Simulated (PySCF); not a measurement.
Si(OH)(SiH3) (H4OSi2), SMILES O[Si][SiH3] (connectivity only; charge and spin as stated), neutral, multiplicity 1. The structure is a stationary point at PBE-D3(BJ)/def2-TZVP. One conformer was computed; it need not be the lowest.

TDA-ωB97X/def2-SVPD (PySCF) puts the lowest singlet excitations at 2.51, 4.84, 6.07, 6.10, 6.61, 6.64 eV.

**Question.** What are the lowest excitation roots from ADC(2)/aug-cc-pVDZ in PySCF? (Estimate from the structure and the level; the computed values follow.)

**Answer.** 2.53, 4.67, 5.56, 5.83, 5.91, 6.26 eV. S1 differs by 0.02 eV (second minus first; roots are paired by order, and the bases may differ).
